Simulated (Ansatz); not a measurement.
The same path of Cl3FH3NTi (9 atoms, charge 0, multiplicity 1) was run 3 times with different band settings. Lost on the way: Ti1–Cl2, F8–H9. Made: Cl2–H9.

Theory: Ansatz, RKS B3LYP-D4/def2-SVP.

Relaxed end points:

```xyz
9
Properties=species:S:1:pos:R:3
Ti -0.014 0.000 -0.009
Cl 0.267 0.001 2.254
N 1.721 0.000 -0.590
H 2.269 -0.844 -0.756
H 2.272 0.843 -0.748
Cl -0.669 1.923 -0.849
Cl -0.669 -1.922 -0.850
F -2.251 -0.003 0.970
H -1.845 0.002 1.823
```

```xyz
9
Properties=species:S:1:pos:R:3
Ti -0.508 -0.059 -0.779
Cl 0.550 0.234 3.146
N 1.231 -0.057 -0.224
H 2.060 -0.128 -0.813
H 1.466 0.030 0.770
Cl -0.857 1.697 -2.057
Cl -0.881 -1.891 -1.936
F -1.450 0.014 0.707
H -0.531 0.159 2.431
```

Common settings: movable images 7; spring 5.0 eV/Å²; start path through a guess of the saddle point; force threshold 0.05 eV/Å; iteration limit 60; end points relaxed.

| run | climbing image | optimiser |
| --- | --- | --- |
| 1 | yes | quadratic models (default) |
| 2 | from the first iteration | lbfgs |
| 3 | from the first iteration | fire |

Q: What does each run give, and how far can it be trusted?

A: Run 1: converged after 32 iterations, highest image 0.332 eV above the first end. A vibrational analysis at the climbing image gives one clearly imaginary mode, 416i cm⁻¹: a first-order saddle point.
Run 2: not converged after 60 iterations, highest image 0.567 eV above the first end. The band didn't meet its force threshold, so its energies are provisional: the largest band force was still 0.07 eV/Å, and over the last iterations the top stayed at 0.57 eV.
Run 3: not converged after 60 iterations, highest image 0.569 eV above the first end. The band didn't meet its force threshold, so its energies are provisional: the largest band force was still 0.06 eV/Å, and over the last iterations the top stayed at 0.57 eV.
The orbitals stay closed-shell, which can raise the energy where a bond breaks towards radicals; this wasn't checked here.
